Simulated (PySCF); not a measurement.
HO2, SMILES [O]O, multiplicity 2. The structure is a stationary point at PBE0-D3(BJ)/def2-TZVPD. The isomer is the one that the SMILES or the coordinates give; other isomers of the formula were not compared.

Computed equilibrium geometry at PBE0-D3(BJ)/def2-TZVPD (PySCF confirms it by a frequency run) as Cartesian coordinates in Å, and its point group:
point group Cs.
```xyz
3

O     -0.1249    -0.5895     0.0000
O      0.0279     0.7099     0.0000
H      0.7760    -0.9628     0.0000
```
Charge 0, spin multiplicity 2.
